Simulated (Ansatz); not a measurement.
Spectroscopic constants of Cu2, closed-shell singlet (the spin of the measured ground state). No spin–orbit coupling. Cu is treated without relativity.

D_e counts from the fitted minimum to each atom's lowest state at the same level, without counterpoise. The singlet is restricted.

Programs: Ansatz (an electronic-structure program). Each number belongs to the level named beside it.

Problem. One of these levels gives 1.510 eV for the bond energy D_e. Which one is it?
(A) BHLYP/def2-TZVPP
(B) PBE0/def2-TZVPP
(C) r2SCAN/def2-TZVPP

Solution. A, BHLYP/def2-TZVPP. The others give 2.025 (r2SCAN/def2-TZVPP), 1.776 (PBE0/def2-TZVPP)
